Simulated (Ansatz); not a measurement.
Abridged output of a molecular run in Ansatz:

```
Functional definition: HF
2888 factors; integrals over basis functions are off by at most 1.6e-3 eV
mean field evaluation 1: about -33268.5070 eV, gradient 6.7e1 eV
mean field evaluation 2: about -33268.9209 eV, gradient 6.7e1 eV
mean field evaluation 4: about -33278.9455 eV, gradient 7.2e0 eV
mean field evaluation 8: about -33279.1166 eV, gradient 5.9e-1 eV
mean field -33279.11773282 eV, -1222.9850192849 hartree, gradient 1.9e-6 eV, S^2 0.000000; 0 other end points of the search recorded, 0 dependent functions left out
17 core orbitals not correlated: weight in the atoms' cores, before any rotation towards them, 1.000 or more for the frozen orbitals, at most 0.000 for the correlated occupied ones
reference -33279.11773282 eV, -1222.9850192849 hartree; 47, 47 occupied and 223, 223 virtual orbitals, 2888 factors
second order -62.70880708 eV of doubles, -0.00000000 eV of singles
cycle   1  -63.41018247 eV  change   -7.0e-1 eV  update   2.1e-1
cycle   2  -64.90155836 eV  change    -1.5e0 eV  update   7.2e-2
cycle   3  -65.39214180 eV  change   -4.9e-1 eV  update   4.1e-2
cycle   4  -65.40580571 eV  change   -1.4e-2 eV  update   1.2e-2
cycle   5  -65.38971002 eV  change    1.6e-2 eV  update   5.7e-3
cycle   6  -65.39121909 eV  change   -1.5e-3 eV  update   2.0e-3
cycle   7  -65.39050379 eV  change    7.2e-4 eV  update   8.1e-4
cycle   8  -65.39018864 eV  change    3.2e-4 eV  update   2.5e-4
cycle   9  -65.39037882 eV  change   -1.9e-4 eV  update   1.2e-4
cycle  10  -65.39041308 eV  change   -3.4e-5 eV  update   4.3e-5
perturbative correction -1.92723271 eV, -0.0708244959 hartree
Total energy: -33346.43537862 eV, -1225.4588971384 hartree
```

Its atoms:

Cartesian coordinates in Å:
```
C 0.849 2.084 -1.464
N 0.170 1.581 -0.291
C 0.336 2.428 0.860
Zr -0.793 -0.171 -0.557
Cl -2.399 0.129 -2.317
O 0.434 -1.634 -0.925
C 1.545 -2.358 -1.279
C 2.746 -1.467 -1.524
F 2.530 -0.607 -2.528
F 3.813 -2.206 -1.846
F 3.061 -0.742 -0.445
N -1.704 -0.569 1.189
C -1.577 -1.640 2.141
C -2.744 0.379 1.518
H 0.468 3.073 -1.754
H 0.698 1.422 -2.325
H 1.933 2.165 -1.305
H -0.053 3.439 0.675
H 1.396 2.531 1.133
H -0.191 2.014 1.722
H 1.376 -2.927 -2.202
H 1.828 -3.064 -0.490
H -0.787 -2.330 1.837
H -1.328 -1.260 3.142
H -2.511 -2.213 2.230
H -2.553 0.876 2.479
H -2.814 1.167 0.755
H -3.731 -0.100 1.571
```

Problem. Which basis set was used?
A. cc-pV(T+d)Z
B. def2-TZVPP
C. def2-SVPD
D. def2-SVP

Solution. D. It gives 287 functions.

Problem. Write the keys of the input that set method, charge and spin (a neutral closed shell needs none for the last two).

Solution. 
```yaml
correlation: {method: ccsd_t}
```
